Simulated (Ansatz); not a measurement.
Total energies of H3NS2Si, SMILES `N[SiH]1SS1`.

Cartesian coordinates in Å:
```
N -0.509 -0.595 -0.916
Si -0.013 0.414 0.338
S 0.865 -0.337 2.086
S 2.009 0.847 0.677
H -1.347 -0.419 -1.442
H -0.010 -1.419 -1.204
H -0.994 1.507 0.460
```

Total charge 0; spin multiplicity 1. The geometry is a stationary point of PBE0-D4/def2-TZVP. It is one conformer, not always the lowest. Basis def2-TZVPP, the Gaussian-basis code of Ansatz.

RPA on PBE orbitals: Hartree–Fock energy of these orbitals -1140.26721 Eh, correlation -1.11103 Eh (frozen core).

| functional | energy without D4 (Eh) | D4 term (kJ/mol) |
| --- | --- | --- |
| ωB97M-V | -1142.48530 | – |
| B2PLYP | -1142.14916 | – |

(1) Give the same for LDA (SPW92), PBE, revPBE, BLYP, r2SCAN, B97M-V, PBE0, B3LYP, r2SCANh, r2SCAN0, HSE06 (plane-wave form), BHLYP, CAM-B3LYP, LC-ωPBE, ωB97X-V, PBE-QIDH. (An estimate is asked.)

B3LYP takes the VWN-RPA correlation (the form of Gaussian; ORCA's B3LYP/G). HSE06 is the plane-wave form, built on full-range PBE exchange. The double hybrids freeze the cores in their second-order part.

Results:

(1) Computed: 
```
             functional  energy without D4 (Eh)  D4 term (kJ/mol)
            LDA (SPW92)             -1138.22060                 –
                    PBE             -1142.01232             -20.6
                 revPBE             -1142.34371             -55.3
                   BLYP             -1142.53957             -44.8
                 r2SCAN             -1142.45785              -4.6
                 B97M-V             -1142.28236                 –
                   PBE0             -1142.10539             -17.4
                  B3LYP             -1142.61719             -33.8
                r2SCANh             -1142.44897              -5.0
                r2SCAN0             -1142.43662              -5.6
HSE06 (plane-wave form)             -1142.08162             -16.4
                  BHLYP             -1142.52561             -28.7
              CAM-B3LYP             -1142.56378             -17.9
                LC-ωPBE             -1142.20618                 –
                ωB97X-V             -1142.37832                 –
               PBE-QIDH             -1141.84050                 –
```

LC-ωPBE has ω = 0.4 bohr⁻¹.
